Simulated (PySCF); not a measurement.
Isomers C6H7NOSi:

A. SMILES C#CC#C[SiH2]N(C)C=O
B. SMILES CC#C[C@@]([SiH3])(C#N)C=O
C. `[SiH2](NC)C#CC#CC=O`

Spectrum 1. 1H NMR (500 MHz, computed): δ 9.92 (s, 1H), 4.20 (s, 3H), 2.19 (s, 3H). 13C{1H} NMR (computed): δ 201.3 (CH), 119.0 (C), 93.8 (C), 76.2 (C), 31.9 (C), 4.8 (CH3).

Spectrum 2. 1H NMR (500 MHz, computed): δ 8.23 (s, 1H), 5.02 (s, 2H), 3.13 (s, 3H), 1.42 (s, 1H). 13C{1H} NMR (computed): δ 173.0 (CH), 101.6 (C), 83.7 (C), 74.7 (CH), 73.9 (C), 31.1 (CH3).

Spectrum 3. 1H NMR (500 MHz, computed): δ 9.55 (s, 1H), 5.11 (s, 2H), 2.81 (s, 3H), -0.04 (br s, 1H). 13C{1H} NMR (computed): δ 181.0 (CH), 105.3 (C), 94.6 (C), 89.7 (C), 75.5 (C), 31.7 (CH3).

PySCF 2.14.0 with density-fitted response routines calculation with structure optimised with GFN2-xTB and σ from GIAO-PBE0/pcSseg-1; rapidly exchanging positions averaged, no relativistic terms, one computed conformer, no solvent model.

Shifts are taken against calculated references (same method and geometry level): TMS for 1H (σref 31.72) and 13C (σref 186.93). Where no couplings were computed, multiplicities follow the n + 1 count of equivalent neighbours, and m marks all less simple cases (inequivalent or close neighbours, rings, F or P nearby). Shifts are as computed. Against solution values, carbons near 30 ppm lie about +3 ppm off and those near 130 ppm about +5 ppm. Of 1309 compounds with measured shifts, 239 miss one by over three times the rms of a fit or turn the order of signals round; such compounds aren't used in these exercises. OH and NH positions are gas-phase values without hydrogen bonding to other molecules.

Task: Which spectrum belongs to which compound?

Result: 1–B, 2–A, 3–C.

- Spectrum 1 (B): 6 13C signals; δC 201.3 is an aldehyde carbonyl carbon; δC 119.0 is a nitrile carbon.
- Spectrum 2 (A): 6 13C signals; δC 173.0 is an amide carbonyl carbon; δC 101.6 is an alkyne carbon.
- Spectrum 3 (C): 6 13C signals; δC 181.0 is an aldehyde carbonyl carbon; δC 94.6 is an alkyne carbon.
